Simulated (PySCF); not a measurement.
## RuF: from constants to spectrum

PBE0 constants of RuF, quartet, unpaired electrons σ ↑, π ↑, δ ↑, a mixture of terms (⟨Lz²⟩ = 4.6) (PySCF, scalar-relativistic core potentials, basis sets Ru cc-pVDZ-PP with ECP28, F cc-pVDZ; masses 101.9043 and 18.9984 u):

- ωe: 588.8 cm⁻¹
- ωexe: 2.74 cm⁻¹
- Be: 0.29016 cm⁻¹
- αe: 0.00200 cm⁻¹
- De to Ru (4d7 5s1) + F: 3.95 eV

Q: What force constant and bond length do these constants imply?

A: Reduced mass μred = 16.013 u; k = 5.8918×10⁻⁷·μred·ωe² (u, cm⁻¹, mdyn/Å) = 3.27 mdyn/Å; Re = √(16.8576/(μred·Be)) (u, cm⁻¹, Å) = 1.905 Å.

Q: Estimate the centrifugal constant D from the Kratzer relation and find the Dunham coefficient a1.

A: D = 4Be³/ωe² = 2.82e-07 cm⁻¹; a1 = −1 − αeωe/(6Be²) = -3.33.

The metal atom is held in its measured ground configuration; semilocal functionals can put another filling of s and d lower by some tenths of an eV, and De to that atom would be smaller. Spin–orbit coupling is left out, which matters for elements this heavy, above all for dissociation energies. The state is the lowest single determinant that the PBE0 search found; with open d or f shells the true ground state can be another one.
